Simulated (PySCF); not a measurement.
From a log to its input

A PySCF 2.14 run on the atoms K 0 0 0; Al 0 0 2.826 (angstrom) printed this (some set-up lines and the per-cycle HOMO/LUMO lines with their warnings removed):

```
PySCF version 2.14.0

[INPUT] verbose = 4
[INPUT] num. atoms = 2
[INPUT] num. electrons = 4
[INPUT] charge = 0
[INPUT] spin (= nelec alpha-beta = 2S) = 0
[INPUT] symmetry False subgroup None
[INPUT] Mole.unit = angstrom

nuclear repulsion = 0.561759247261146
number of shells = 8
number of NR pGTOs = 32
number of NR cGTOs = 16
basis = sbkjc
ecp = {'K': 'sbkjc', 'Al': 'sbkjc'}

******** <class 'pyscf.dft.rks.RKS'> ********
method = RKS
initial guess = minao
damping factor = 0
level_shift factor = 0
DIIS = <class 'pyscf.scf.diis.CDIIS'>
diis_start_cycle = 1
diis_space = 8
diis_damp = 0
SCF conv_tol = 1e-09
SCF conv_tol_grad = None
SCF max_cycles = 50
direct_scf = True
direct_scf_tol = 1e-13
XC library pyscf.dft.libxc version 7.0.0
    S. Lehtola, C. Steigemann, M. J.T. Oliveira, and M. A.L. Marques.,  SoftwareX 7, 1–5 (2018)
XC functionals = b3lyp
    P. J. Stephens, F. J. Devlin, C. F. Chabalowski, and M. J. Frisch.,  J. Phys. Chem. 98, 11623 (1994)
radial grids:
    Treutler-Ahlrichs [JCP 102, 346 (1995); DOI:10.1063/1.469408] (M4) radial grids

becke partition: Becke, JCP 88, 2547 (1988); DOI:10.1063/1.454033
pruning grids: <function nwchem_prune>
grids dens level: 3
symmetrized grids: False
atomic radii adjust function: <function treutler_atomic_radii_adjust>
small_rho_cutoff = 0
Set gradient conv threshold to 3.16228e-05
Initial guess from minao.
tot grids = 39224
init E= -1.93616025911772
cycle= 1 E= -2.01991215657941  delta_E= -0.0838  |g|= 0.156  |ddm|=  1.9
cycle= 2 E= -2.02146812202827  delta_E= -0.00156  |g|= 0.175  |ddm|= 1.86
cycle= 3 E= -2.06824222101283  delta_E= -0.0468  |g|= 0.0387  |ddm|= 0.988
cycle= 4 E= -2.0711031740291  delta_E= -0.00286  |g|= 0.0034  |ddm|= 0.256
cycle= 5 E= -2.07112749556743  delta_E= -2.43e-05  |g|= 0.00063  |ddm|= 0.0296
cycle= 6 E= -2.07112850067866  delta_E= -1.01e-06  |g|= 0.000107  |ddm|= 0.00823
cycle= 7 E= -2.07112854006379  delta_E= -3.94e-08  |g|= 6.25e-06  |ddm|= 0.00254
cycle= 8 E= -2.07112854018527  delta_E= -1.21e-10  |g|= 1.1e-06  |ddm|= 0.000111
Extra cycle  E= -2.07112854018362  delta_E= 1.65e-12  |g|= 1.48e-06  |ddm|= 1.45e-05
converged SCF energy = -2.07112854018362
 ** Mulliken pop  **
pop of  0 K 4s            1.17648
pop of  0 K 5s           -0.19148
pop of  0 K 4px           0.00000
pop of  0 K 4py           0.00000
pop of  0 K 4pz           0.03995
pop of  0 K 5px           0.00000
pop of  0 K 5py           0.00000
pop of  0 K 5pz           0.03662
pop of  1 Al 3s           1.44338
pop of  1 Al 4s           0.40739
pop of  1 Al 3px          0.00000
pop of  1 Al 3py          0.00000
pop of  1 Al 3pz          0.79016
pop of  1 Al 4px         -0.00000
pop of  1 Al 4py          0.00000
pop of  1 Al 4pz          0.29750
 ** Mulliken atomic charges  **
charge of    0K =     -0.06157
charge of    1Al =      0.06157
Dipole moment(X, Y, Z, Debye): -0.00000,  0.00000, -3.48462
orbital energies (hartree): [-0.3021 -0.1072 -0.0724 -0.0724 -0.039 ]
```

Problem. Write the input that gave this log.

Solution. The input was:

```python
from pyscf import gto, dft

mol = gto.M(
    atom='K 0 0 0; Al 0 0 2.826',
    basis='sbkjc',
    ecp={'K': 'sbkjc', 'Al': 'sbkjc'},
    charge=0,
    spin=0,
    verbose=4,
)
mf = dft.RKS(mol, xc='b3lyp')
mf.kernel()
mf.mulliken_pop()
mf.dip_moment()
print('orbital energies (hartree):', mf.mo_energy[..., max(0, mol.nelec[1]-3):mol.nelec[0]+3].round(4))
```

Stability towards an unrestricted solution was not tested. The bond length is a typed value, not an optimised one.
